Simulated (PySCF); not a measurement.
**Spinor energies of Yb⁵⁵⁺ (ytterbium, charge +55)**

Start: [Ne] 3s2 3p3; 3p1/2 filled at m_j = -1/2, +1/2; 3p3/2 filled at m_j = +3/2. Calculated with PySCF 2.14 in an even-tempered Gaussian basis (18 s from 16 bohr⁻², ratio 2.4; 14 p from 21 bohr⁻², ratio 2.4; 4 d from 72 bohr⁻², ratio 2.6; 4 f from 110 bohr⁻², ratio 2.6): generalised Hartree-Fock with the X2C-1e Hamiltonian and a Gaussian nucleus; one run each with spin-orbit coupling (SO) switched off, then screened by Boettger's factors.

```tsv
spinor shell	electrons	ε, spin-free (eV)	ε, screened SO (eV)	weight of nominal j (screened SO)	rms radius, screened SO (bohr)
1s1/2	2	-65815.4	-65791.4	1.000	0.0223
2s1/2	2	-14554.3	-14544.2	1.000	0.0888
2p1/2	2	-13320.6	-14083.7	1.000	0.0755
2p3/2	4	-13320.6	-12995.5	1.000	0.0823
3s1/2	2	-5785.1	-5781.1	1.000	0.214
3p1/2	2	-5441.2	-5617.0	1.000	0.203
3p3/2	1	-5441.2	-5343.4	1.000	0.213
```

```tsv
quantity	spin-free	screened SO
E (hartree)	-10844.04631	-10865.01017
M_J	3/2	3/2
⟨J²⟩	3.750	3.750
⟨L²⟩	0.000	2.560
⟨S²⟩	3.750	1.504
```

Each row is a mean over spinors that exchange with the open shell spreads, by up to 28.610 eV (3s1/2).

Breit and QED terms are absent; they matter most for the inner s and p1/2 levels.

Densities and radii are taken from the X2C orbitals without a picture-change correction, which distorts them close to the nucleus.

Without spin-orbit coupling the j labels of p, d and f shells carry no meaning; the spin-free column gives the mean over the occupied spinors of each nl shell.
